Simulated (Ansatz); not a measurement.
```yaml
crystal:
  periodic: [false, false, false]
  atoms:
    - {symbol: Si, position_ang: [-1.587774, 0.528372, -0.600581]}
    - {symbol: B, position_ang: [-0.021291, -0.712396, -0.387277]}
    - {symbol: Si, position_ang: [1.515596, -0.198853, 0.777937]}
    - {symbol: Cl, position_ang: [3.129873, -1.484235, 0.723305]}
    - {symbol: H, position_ang: [-2.881124, -0.201485, -0.492226]}
    - {symbol: H, position_ang: [-1.598461, 1.664769, 0.359806]}
    - {symbol: H, position_ang: [-1.479563, 1.088616, -1.980775]}
    - {symbol: H, position_ang: [-0.037030, -1.744465, -0.989818]}
    - {symbol: H, position_ang: [2.012840, 1.153511, 0.407133]}
    - {symbol: H, position_ang: [1.030134, -0.144934, 2.185298]}
basis:
  gaussian: {orbitals: x2c-TZVPPall, final_grid: {core_spheres: 5, valence_spheres: 4, degree: 11}}
hamiltonian: {xc: {name: PBE-QIDH}}
output: {forces: true}
```

```sh
$ ansatz run in.yaml --threads 2 --pin off --events-out ev --progress --plain --max-ram 4352MiB
```

Output, abridged:

```
Functional definition: PBE-QIDH
1390 factors; integrals over basis functions are off by at most 7.5e-4 eV
mean field evaluation 1: about -29099.0007 eV, gradient 1.5e1 eV
mean field evaluation 2: about -29099.1795 eV, gradient 1.5e1 eV
mean field evaluation 4: about -29100.1324 eV, gradient 2.2e0 eV
mean field evaluation 8: about -29100.1473 eV, gradient 8.7e-2 eV
mean field evaluation 16: about -29100.1473 eV, gradient 1.3e-4 eV
mean field -29100.14733124 eV, -1069.4106896349 hartree, gradient 3.8e-6 eV, S^2 0.000000; 0 other end points of the search recorded, 0 dependent functions left out
16 core orbitals not correlated: weight in the atoms' cores, before any rotation towards them, 1.000 or more for the frozen orbitals, at most 0.000 for the correlated occupied ones
reference -29100.14734785 eV, -1069.4106902453 hartree; 12, 12 occupied and 213, 213 virtual orbitals, 1390 factors
second order -16.54789160 eV of doubles, -0.00000000 eV of singles
Total energy: -29105.66331172 eV, -1069.6133981786 hartree
Relativity: scalar
Atom 0 at    -1.587774     0.528372    -0.600581 Å, force    -0.180296     0.133176    -0.068284 eV/Å
Atom 1 at    -0.021291    -0.712396    -0.387277 Å, force     0.006180    -0.154498    -0.077332 eV/Å
Atom 2 at     1.515596    -0.198853     0.777937 Å, force     0.143925     0.081976     0.124761 eV/Å
Atom 3 at     3.129873    -1.484235     0.723305 Å, force    -0.144251     0.116223     0.019778 eV/Å
Atom 4 at    -2.881124    -0.201485    -0.492226 Å, force     0.157955     0.082706    -0.006834 eV/Å
Atom 5 at    -1.598461     1.664769     0.359806 Å, force     0.019050    -0.140775    -0.098514 eV/Å
Atom 6 at    -1.479563     1.088616    -1.980775 Å, force    -0.018239    -0.057292     0.163352 eV/Å
Atom 7 at    -0.037030    -1.744465    -0.989818 Å, force     0.004859     0.126683     0.075456 eV/Å
Atom 8 at     2.012840     1.153511     0.407133 Å, force    -0.054066    -0.170118     0.036993 eV/Å
Atom 9 at     1.030134    -0.144934     2.185298 Å, force     0.064882    -0.018082    -0.169375 eV/Å
Dipole moment:    -0.262335     0.086546    -0.056191 e Å
```

It took 24 s on 2 threads of an Intel Xeon on a shared host, with 0.72 GiB of host memory at the peak.
